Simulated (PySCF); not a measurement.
W(O)2(OH) (HO₃W), SMILES [O]=[W+](=[O])[OH], charge +1, multiplicity 1. Atoms are numbered in the order given.

```xyz
5

W      0.0541     0.1776     0.0000
O      0.7418    -0.6064    -1.3104
O      0.7418    -0.6064     1.3104
O     -1.6927    -0.3009     0.0000
H     -2.3319    -1.0341     0.0000
```
Charge +1, spin multiplicity 1.

The structure is a stationary point at PBE0-D3(BJ)/def2-SVP. The multiplicity is an assumed one; other spin states were not compared. The isomer is the one that the SMILES or the coordinates give; other isomers of the formula were not compared. The def2 effective core potentials stand for the cores of W; spin–orbit coupling is left out. One conformer was computed; it need not be the lowest.

All values below come from PBE0-D3(BJ)/def2-SVP (PySCF).

Frequencies are harmonic and unscaled.

Q: List the normal modes with their intensities. (The exact figures need the calculation; the answer reports its results.)

A: 
```
mode  ν (cm⁻¹)  IR (km/mol)  Raman (Å⁴/amu)  depolarisation  moving atoms (share of kinetic energy)
----  --------  -----------  --------------  --------------  --------------------------------------
1          218        195.6             4.4            0.75                                  H 92 %
2          268         25.5             3.2            0.75                  O 73 %, W 14 %, H 13 %
3          297         24.8             2.5            0.75                                  O 93 %
4          401          0.8             4.0            0.75                                  O 93 %
5          602        226.1             0.5            0.58                          H 73 %, O 26 %
6          853         53.8            13.5            0.36                  O 79 %, H 11 %, W 10 %
7         1053        118.4            12.8            0.75                          O 90 %, W 10 %
8         1104         35.3            28.2            0.06                                  O 94 %
9         3801        695.5            92.9            0.27                                  H 94 %
```
